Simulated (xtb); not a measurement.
C2H4FNOSi, SMILES [SiH2](O)[C@@H](C#N)F. All values are semi-empirical tight-binding results from xtb (GFN2-xTB unless named), good for trends rather than for accurate numbers. Geometry optimised at GFN2-xTB. The structure was generated by enumeration; whether it is a known compound was not checked. Other conformers were not sampled.

Optimised geometry:

```xyz
10

N      2.6948     0.6203     0.7210
C      1.7661     0.2318     0.1774
C      0.5671    -0.2133    -0.4693
F      0.4165    -1.5917    -0.3233
Si    -1.0254     0.6192     0.2807
O     -2.3013    -0.0188    -0.4748
H      0.6517    -0.0302    -1.5472
H     -1.0059     0.3243     1.7081
H     -1.0412     2.0166    -0.1106
H     -2.4501    -0.9581    -0.5677
```
Charge 0, spin multiplicity 1.

Estimate the properties. (The exact figures need the calculation; the answer reports its results.)


```yaml
orbital_gap: 5.09 eV
dipole_moment: 3.88 D
zero_point_energy: 35.8 kcal/mol
G − E(el) at 298.15 K (modified RRHO): 15.6 kcal/mol
static polarisability (D4 model): 62.4 bohr³
solvation energy, GFN2-xTB/ALPB(water): -10.0 kcal/mol
solvation energy, GFN2-xTB/ALPB(thf): -9.6 kcal/mol
```

Computed atomic charges and the Wiberg bond orders between heavy atoms:
charges (e) N1 -0.23, C2 0.10, C3 0.03, F4 -0.27, Si5 0.53, O6 -0.45, H7 0.05, H8 -0.05, H9 -0.05, H10 0.33. Bond orders N1–C2 2.84, C2–C3 1.08, C3–F4 0.92, C3–Si5 0.74, Si5–O6 1.26.
